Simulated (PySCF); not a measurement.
MoO3, charge +1, doublet, at a GFN2-xTB geometry (such geometries of metal compounds can be far from the true shape) (the multiplicity is a formal guess) (core potentials on Mo); PySCF with REVPBE/def2-SVPD.

Here is a job for PySCF.
```python
from pyscf import gto, scf, dft

mol = gto.Mole()
mol.atom = '''
    Mo    0.00000000   -0.00000000   -0.00000000
    O    -1.13555064   -1.19952535   -0.09964600
    O    -0.10119083    1.31969514   -0.99319224
    O     1.23674147   -0.12016978    1.09283824
'''
mol.basis = 'def2-svpd'
mol.ecp = {'Mo': 'def2-svpd'}
mol.charge = 1
mol.spin = 1
mol.verbose = 4
mol.build()

mf = dft.UKS(mol)
mf.xc = 'revpbe'
mf.grids.atom_grid = (99, 590)
mf.grids.prune = None
mf.kernel()
```

Task: Write the output that PySCF gives for this input, abridged.

Result: 
```
PySCF version 2.14.0

[INPUT] verbose = 4
[INPUT] num. atoms = 4
[INPUT] num. electrons = 37
[INPUT] charge = 1
[INPUT] spin (= nelec alpha-beta = 2S) = 1
[INPUT] symmetry False subgroup None
[INPUT] Mole.unit = angstrom
[INPUT] Symbol           X                Y                Z      unit          X                Y                Z       unit  Magmom
[INPUT]  1 Mo     0.000000000000   0.000000000000   0.000000000000 AA    0.000000000000   0.000000000000   0.000000000000 Bohr   0.0
[INPUT]  2 O     -1.135550640000  -1.199525350000  -0.099646000000 AA   -2.145879710175  -2.266774390973  -0.188303649408 Bohr   0.0
[INPUT]  3 O     -0.101190830000   1.319695140000  -0.993192240000 AA   -0.191222955017   2.493862382520  -1.876861322643 Bohr   0.0
[INPUT]  4 O      1.236741470000  -0.120169780000   1.092838240000 AA    2.337102665192  -0.227087972649   2.065164972052 Bohr   0.0

nuclear repulsion = 142.898056381052
number of shells = 39
number of NR pGTOs = 159
number of NR cGTOs = 103
basis = def2-svpd
ecp = {'Mo': 'def2-svpd'}

******** <class 'pyscf.dft.uks.UKS'> ********
method = UKS
initial guess = minao
damping factor = 0
level_shift factor = 0
DIIS = <class 'pyscf.scf.diis.CDIIS'>
diis_start_cycle = 1
diis_space = 8
diis_damp = 0
SCF conv_tol = 1e-09
SCF conv_tol_grad = None
SCF max_cycles = 50
direct_scf = True
direct_scf_tol = 1e-13
number electrons alpha = 19  beta = 18
XC library pyscf.dft.libxc version 7.1.2
    S. Lehtola, C. Steigemann, M. J. T. Oliveira, and M. A. L. Marques,  SoftwareX 7, 1–5 (2018)
XC functionals = revpbe
    Y. Zhang and W. Yang,  Phys. Rev. Lett. 80, 890 (1998)
    J. P. Perdew, K. Burke, and M. Ernzerhof,  Phys. Rev. Lett. 77, 3865 (1996)
    J. P. Perdew, K. Burke, and M. Ernzerhof,  Phys. Rev. Lett. 78, 1396 (1997)
radial grids:
    Treutler-Ahlrichs [JCP 102, 346 (1995); DOI:10.1063/1.469408] (M4) radial grids

becke partition: Becke, JCP 88, 2547 (1988); DOI:10.1063/1.454033
pruning grids: None
grids dens level: 3
symmetrized grids: False
atomic radii adjust function: <function treutler_atomic_radii_adjust>
User specified grid scheme (99, 590)
small_rho_cutoff = 0
Set gradient conv threshold to 3.16228e-05
tot grids = 233640
init E= -286.512739921378

cycle= 1 E= -292.903167523545  delta_E= -6.39  |g|= 1.04  |ddm|= 2.71
cycle= 2 E= -285.616237479568  delta_E= 7.29  |g|= 3.86  |ddm|= 4.59
cycle= 3 E= -293.069582560033  delta_E= -7.45  |g|= 0.783  |ddm|= 4.41
cycle= 4 E= -292.641796179461  delta_E= 0.428  |g|= 1.27  |ddm|= 1.45
cycle= 5 E= -293.323424022601  delta_E= -0.682  |g|= 0.253  |ddm|= 0.896
cycle= 6 E= -293.10995699918  delta_E= 0.213  |g|= 0.734  |ddm|= 1.13
cycle= 7 E= -293.348419133384  delta_E= -0.238  |g|= 0.0859  |ddm|=  1.1
cycle= 8 E= -293.351311291733  delta_E= -0.00289  |g|= 0.0337  |ddm|= 0.138
cycle= 9 E= -293.351796008236  delta_E= -0.000485  |g|= 0.00714  |ddm|= 0.0404
cycle= 10 E= -293.351815757333  delta_E= -1.97e-05  |g|= 0.00329  |ddm|= 0.0105
cycle= 11 E= -293.351820666123  delta_E= -4.91e-06  |g|= 0.000439  |ddm|= 0.00387
cycle= 12 E= -293.351820702368  delta_E= -3.62e-08  |g|= 0.000528  |ddm|= 0.00186
cycle= 13 E= -293.351820756997  delta_E= -5.46e-08  |g|= 0.000447  |ddm|= 0.000923
cycle= 14 E= -293.351820846084  delta_E= -8.91e-08  |g|= 0.000198  |ddm|= 0.000912
cycle= 15 E= -293.351820898743  delta_E= -5.27e-08  |g|= 0.000115  |ddm|= 0.00194
cycle= 16 E= -293.351820920965  delta_E= -2.22e-08  |g|= 0.000122  |ddm|= 0.00111
cycle= 17 E= -293.351820989038  delta_E= -6.81e-08  |g|= 0.000111  |ddm|= 0.00333
cycle= 18 E= -293.351821239766  delta_E= -2.51e-07  |g|= 0.000106  |ddm|= 0.0139
cycle= 19 E= -293.35182155322  delta_E= -3.13e-07  |g|= 0.000123  |ddm|= 0.0244
cycle= 20 E= -293.351821594215  delta_E= -4.1e-08  |g|= 0.000113  |ddm|= 0.00441
cycle= 21 E= -293.351821477695  delta_E= 1.17e-07  |g|= 9.25e-05  |ddm|= 0.0118
cycle= 22 E= -293.351821584329  delta_E= -1.07e-07  |g|= 0.000166  |ddm|= 0.0112
cycle= 23 E= -293.351821694923  delta_E= -1.11e-07  |g|= 0.00016  |ddm|= 0.0182
cycle= 24 E= -293.351821715753  delta_E= -2.08e-08  |g|= 0.000133  |ddm|= 0.005
cycle= 25 E= -293.351821706646  delta_E= 9.11e-09  |g|= 0.000155  |ddm|= 0.00224
cycle= 26 E= -293.351821735842  delta_E= -2.92e-08  |g|= 4.09e-05  |ddm|= 0.00911
cycle= 27 E= -293.351821737002  delta_E= -1.16e-09  |g|= 1.79e-05  |ddm|= 0.00258
cycle= 28 E= -293.351821737077  delta_E= -7.53e-11  |g|= 1.15e-05  |ddm|= 0.000357
Extra cycle  E= -293.351821727038  delta_E= 1e-08  |g|= 0.000152  |ddm|= 0.000178
SCF not converged.
SCF energy = -293.351821727038 after 50 cycles  <S^2> = 0.76053567  2S+1 = 2.0105081
```

The run did not converge; its last values are not results.
